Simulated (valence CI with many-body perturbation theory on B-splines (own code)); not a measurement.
## Ladder of approximations for Bi76+

Computed by valence CI with perturbative core correlation (CI+MBPT): five valence electrons over a frozen Dirac-Fock core [He], a basis of 9 s, 9 p, 8 d, 6 f, 3 g, 1 h functions for each j, with the one-electron correlation potential Σ1, the two-electron term Σ2, the three-electron term Σ3, Breit, model QED; selected CI, second order for the rest (own B-spline code, finite nucleus).

The last digits are not significant, and no measured levels were compared; by estimate large intervals hold to a few tenths of a per cent, small ones and those within an open d or f shell to about a per cent. Among the levels kept, up to 1200 cm⁻¹ of a level comes from second order outside the variational space, and about a tenth of that is noise between levels of different J, which matters for small intervals.

Each rung adds one term. CI alone is the Dirac-Coulomb CI over the frozen core; QED comes last and gives the full result, which names the levels. Energies are above (2s^2 2p1/2^2 2p3/2) J=3/2 on the same rung, in Ry.

Levels are named by their leading jj configuration (3d3/2^4 stands for four electrons in 3d with j = 3/2), which in mixed levels can hold well under half, so a name can repeat and another be missing. Letters in brackets count levels of one name in rising energy.

| Level | CI alone | Σ1 | Σ2 | Σ3 | Breit | QED | Full |
| --- | --- | --- | --- | --- | --- | --- | --- |
| (2s^2 2p1/2 2p3/2^2) J=3/2 | 177.57 | +0.023 | +0.001 | -0.004 | -2.256 | +0.175 | 175.51 |
| (2s^2 2p1/2 2p3/2^2) J=5/2 | 180.31 | +0.023 | +0.004 | -0.007 | -3.322 | +0.175 | 177.18 |
| (2s^2 2p1/2 2p3/2^2) J=1/2 | 183.69 | +0.023 | +0.012 | -0.010 | -1.961 | +0.173 | 181.93 |
| (2s 2p1/2^2 2p3/2^2) J=5/2 | 209.15 | -0.008 | -0.024 | -0.012 | -1.013 | -1.829 | 206.26 |
| (2s 2p1/2^2 2p3/2^2) J=1/2 | 217.25 | -0.008 | -0.021 | -0.019 | +0.101 | -1.834 | 215.47 |
| (2s 2p1/2^2 2p3/2^2) J=3/2 | 218.04 | -0.008 | -0.041 | -0.024 | -0.579 | -1.836 | 215.56 |
| (2s^2 2p3/2^3) J=3/2 | 362.04 | +0.045 | +0.011 | -0.013 | -4.476 | +0.328 | 357.94 |
| (2s 2p1/2 2p3/2^3) J=3/2 [a] | 388.56 | +0.015 | -0.012 | -0.016 | -2.625 | -1.661 | 384.26 |
| (2s 2p1/2 2p3/2^3) J=5/2 | 392.87 | +0.015 | -0.017 | -0.019 | -3.757 | -1.662 | 387.43 |
| (2s 2p1/2 2p3/2^3) J=1/2 | 397.69 | +0.015 | -0.028 | -0.026 | -2.579 | -1.667 | 393.41 |
| (2s 2p1/2 2p3/2^3) J=3/2 [b] | 398.74 | +0.015 | -0.028 | -0.027 | -3.176 | -1.667 | 393.86 |
| (2p1/2^2 2p3/2^3) J=3/2 | 432.45 | -0.016 | -0.065 | -0.035 | -0.908 | -3.648 | 427.78 |
| (2s 2p3/2^4) J=1/2 | 576.79 | +0.038 | -0.007 | -0.025 | -4.665 | -1.494 | 570.64 |
| (2p1/2 2p3/2^4) J=1/2 | 612.69 | +0.006 | -0.045 | -0.034 | -3.186 | -3.506 | 605.92 |
| (2s^2 2p1/2^2 3s) J=1/2 | 814.24 | +0.019 | +0.015 | -0.015 | -0.850 | +0.305 | 813.71 |
| (2s^2 2p1/2^2 3p1/2) J=1/2 | 823.59 | +0.012 | +0.012 | -0.015 | -0.260 | -0.278 | 823.07 |
| (2s^2 2p1/2^2 3p3/2) J=3/2 | 877.24 | +0.017 | +0.004 | -0.015 | -0.988 | -0.223 | 876.04 |
| (2s^2 2p1/2^2 3d3/2) J=3/2 | 884.93 | +0.020 | +0.015 | -0.014 | -1.024 | -0.314 | 883.61 |
| (2s^2 2p1/2^2 3d5/2) J=5/2 | 899.08 | +0.021 | +0.015 | -0.014 | -1.389 | -0.284 | 897.42 |

The middle columns are the shifts that each term adds.

**Question.** How does the ionisation energy move along the ladder, and which term matters most?

**Answer.** CI alone 21328, + Σ1 21329, + Σ2 21329, + Σ3 21329, + Breit 21309, + QED 21305 eV. The largest step is Breit, -20 eV. NIST lists 21300 ± 110 eV (theoretical).
